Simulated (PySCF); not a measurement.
Species: tetravinylmethane, C9H12.
Bonds: C1–C2 (double), C2–C3, C3–C4, C4–C5 (double), C3–C6, C6–C7 (double), C3–C8, C8–C9 (double). Hydrogens: H10, H11 on C1; H12 on C2; H13 on C4; H14, H15 on C5; H16 on C6; H17, H18 on C7; H19 on C8; H20, H21 on C9.

The same species was optimised twice, with GFN2-xTB and with PBE0-D3(BJ)/def2-SVP (PySCF), and the same property calculations (PySCF, gas phase) were run on both structures.

| coordinate | GFN2-xTB | PBE0-D3(BJ)/def2-SVP | change |
| --- | --- | --- | --- |
| C8=C9 (Å) | 1.320 | 1.333 | +0.013 |
| C6=C7 (Å) | 1.320 | 1.333 | +0.013 |
| C1=C2 (Å) | 1.320 | 1.333 | +0.013 |
| C4=C5 (Å) | 1.320 | 1.333 | +0.013 |
| C2–C3 (Å) | 1.511 | 1.516 | +0.005 |
| C3–C8 (Å) | 1.511 | 1.516 | +0.005 |
| C3–C4 (Å) | 1.511 | 1.516 | +0.005 |
| C3–C6 (Å) | 1.511 | 1.516 | +0.005 |
| C3–C8–C9 (°) | 125.1 | 126.4 | +1.3 |
| C3–C4–C5 (°) | 125.1 | 126.3 | +1.2 |
| C1–C2–C3 (°) | 125.2 | 126.4 | +1.2 |
| C3–C6–C7 (°) | 125.1 | 126.3 | +1.2 |
| C4–C3–C6 (°) | 104.1 | 105.2 | +1.1 |
| C2–C3–C8 (°) | 104.3 | 105.2 | +0.9 |
| C2–C3–C4 (°) | 112.3 | 111.6 | -0.7 |
| C4–C3–C8 (°) | 112.1 | 111.6 | -0.5 |
| C1–C2–C3–C4 (°) | 25 | 16 | -9 |
| C2–C3–C4–C5 (°) | -142 | -133 | +9 |
| C2–C3–C6–C7 (°) | -25 | -15 | +10 |
| C2–C3–C8–C9 (°) | -97 | -106 | -9 |

Rotational constants: A = 1531, B = 1529, C = 1387 MHz (GFN2-xTB) against A = 1547, B = 1546, C = 1289 MHz (PBE0-D3(BJ)/def2-SVP). Point groups within 0.08 Å: S4 and S4.

On the GFN2-xTB structure: HOMO (eV) -7.28 [PBE0/pcSseg-1]; LUMO (eV) -0.13 [PBE0/pcSseg-1]; GIAO shielding of C1/C5/C7/C9 (mean) (ppm) 64.8 [PBE0/pcSseg-1]; GIAO shielding of C2/C4/C6/C8 (mean) (ppm) 34.2 [PBE0/pcSseg-1]; GIAO shielding of C3 (ppm) 128.0 [PBE0/pcSseg-1].

Question: What do these properties become on the PBE0-D3(BJ)/def2-SVP structure?

Answer: 
```json
{"property": "HOMO (eV)", "level": "PBE0/pcSseg-1", "on GFN2-xTB": "-7.28", "on PBE0-D3(BJ)/def2-SVP": "-7.33", "change": "-0.05"}
{"property": "LUMO (eV)", "level": "PBE0/pcSseg-1", "on GFN2-xTB": "-0.13", "on PBE0-D3(BJ)/def2-SVP": "-0.28", "change": "-0.15"}
{"property": "energy, GFN2-xTB geometry as zero (kcal/mol)", "level": "PBE0/pcSseg-1", "on GFN2-xTB": "0.0", "on PBE0-D3(BJ)/def2-SVP": "-1.4", "change": "-1.4"}
{"property": "GIAO shielding of C1/C5/C7/C9 (mean) (ppm)", "level": "PBE0/pcSseg-1", "on GFN2-xTB": "64.8", "on PBE0-D3(BJ)/def2-SVP": "61.1", "change": "-3.7"}
{"property": "GIAO shielding of C2/C4/C6/C8 (mean) (ppm)", "level": "PBE0/pcSseg-1", "on GFN2-xTB": "34.2", "on PBE0-D3(BJ)/def2-SVP": "33.2", "change": "-1.0"}
{"property": "GIAO shielding of C3 (ppm)", "level": "PBE0/pcSseg-1", "on GFN2-xTB": "128.0", "on PBE0-D3(BJ)/def2-SVP": "126.6", "change": "-1.4"}
```

The heavy atoms differ by 0.114 Å rms after alignment. Among bonds between heavy atoms C1=C2, C4=C5, C6=C7 and C8=C9 change most and about equally (+0.013 Å). Changes are differences of the printed values. Neither structure is proved a minimum here.

The values belong to the conformer `[CH2:1]=[CH:2][C:3]([CH:4]=[CH2:5])([CH:6]=[CH2:7])[CH:8]=[CH2:9]`: C1–C2–C3–C4 16°, C2–C3–C4–C5 -133°, C2–C3–C6–C7 -15°, C2–C3–C8–C9 -106°.
